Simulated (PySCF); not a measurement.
# Basis and Hamiltonian dependence of the ionisation energy of Si⁺

Si⁺ [Ne] 3s2 3p1 (2P) → Si²⁺ [Ne] 3s2 (1S). Calculated with PySCF 2.14 from differences of total energies of unrestricted determinants, without spin-orbit coupling. Values in eV.

```json
{"basis": "x2c-SVPall", "Hamiltonian": "spin-free X2C", "functions": "18", "UHF": "15.789", "PBE": "n/a", "PBE0": "16.412", "MP2 (valence)": "15.950", "CCSD(T) (valence)": "16.064", "CCSD(T) (valence and next inner shell)": "n/a"}
{"basis": "def2-SVP", "Hamiltonian": "non-relativistic", "functions": "18", "UHF": "15.803", "PBE": "16.416", "PBE0": "16.427", "MP2 (valence)": "15.963", "CCSD(T) (valence)": "16.076", "CCSD(T) (valence and next inner shell)": "n/a"}
{"basis": "aug-cc-pwCVDZ", "Hamiltonian": "non-relativistic", "functions": "36", "UHF": "15.821", "PBE": "16.409", "PBE0": "16.427", "MP2 (valence)": "16.002", "CCSD(T) (valence)": "16.134", "CCSD(T) (valence and next inner shell)": "16.108"}
{"basis": "def2-TZVP", "Hamiltonian": "non-relativistic", "functions": "37", "UHF": "15.837", "PBE": "n/a", "PBE0": "n/a", "MP2 (valence)": "16.082", "CCSD(T) (valence)": "16.223", "CCSD(T) (valence and next inner shell)": "n/a"}
{"basis": "cc-pV(T+d)Z", "Hamiltonian": "non-relativistic", "functions": "39", "UHF": "15.823", "PBE": "16.392", "PBE0": "n/a", "MP2 (valence)": "16.086", "CCSD(T) (valence)": "16.233", "CCSD(T) (valence and next inner shell)": "n/a"}
{"basis": "dyall-av2z", "Hamiltonian": "non-relativistic", "functions": "50", "UHF": "15.786", "PBE": "16.370", "PBE0": "16.389", "MP2 (valence)": "15.970", "CCSD(T) (valence)": "16.091", "CCSD(T) (valence and next inner shell)": "n/a"}
{"basis": "aug-cc-pV(T+d)Z with one added diffuse shell each of s, p, d, f type", "Hamiltonian": "non-relativistic", "functions": "71", "UHF": "15.829", "PBE": "16.396", "PBE0": "16.421", "MP2 (valence)": "16.095", "CCSD(T) (valence)": "16.242", "CCSD(T) (valence and next inner shell)": "n/a"}
{"basis": "aug-cc-pwCVTZ", "Hamiltonian": "non-relativistic", "functions": "75", "UHF": "15.830", "PBE": "16.401", "PBE0": "16.425", "MP2 (valence)": "16.098", "CCSD(T) (valence)": "16.244", "CCSD(T) (valence and next inner shell)": "16.257"}
{"basis": "def2-QZVPPD", "Hamiltonian": "non-relativistic", "functions": "76", "UHF": "15.846", "PBE": "16.412", "PBE0": "16.437", "MP2 (valence)": "16.139", "CCSD(T) (valence)": "16.274", "CCSD(T) (valence and next inner shell)": "16.269"}
{"basis": "dyall-av3z", "Hamiltonian": "non-relativistic", "functions": "84", "UHF": "15.842", "PBE": "16.408", "PBE0": "16.433", "MP2 (valence)": "16.108", "CCSD(T) (valence)": "16.247", "CCSD(T) (valence and next inner shell)": "n/a"}
{"basis": "dyall-av3z", "Hamiltonian": "spin-free X2C", "functions": "84", "UHF": "15.831", "PBE": "16.396", "PBE0": "16.421", "MP2 (valence)": "16.097", "CCSD(T) (valence)": "16.237", "CCSD(T) (valence and next inner shell)": "n/a"}
{"basis": "aug-cc-pV(Q+d)Z", "Hamiltonian": "non-relativistic", "functions": "89", "UHF": "15.845", "PBE": "16.413", "PBE0": "16.438", "MP2 (valence)": "16.137", "CCSD(T) (valence)": "16.270", "CCSD(T) (valence and next inner shell)": "n/a"}
{"basis": "aug-cc-pCVTZ-DK with one added diffuse shell each of s, p, d, f type", "Hamiltonian": "spin-free X2C", "functions": "91", "UHF": "15.818", "PBE": "16.389", "PBE0": "16.413", "MP2 (valence)": "16.086", "CCSD(T) (valence)": "16.232", "CCSD(T) (valence and next inner shell)": "16.236"}
{"basis": "aug-cc-pV(Q+d)Z with one added diffuse shell each of s, p, d, f, g type", "Hamiltonian": "non-relativistic", "functions": "114", "UHF": "15.845", "PBE": "16.413", "PBE0": "16.438", "MP2 (valence)": "16.137", "CCSD(T) (valence)": "n/a", "CCSD(T) (valence and next inner shell)": "n/a"}
```

Frozen in the all-electron rows: valence: [Ne]; valence and next inner shell: 1s2.

Reference for a calculation without spin-orbit coupling: 16.322 eV (measured, between term centres; NIST).
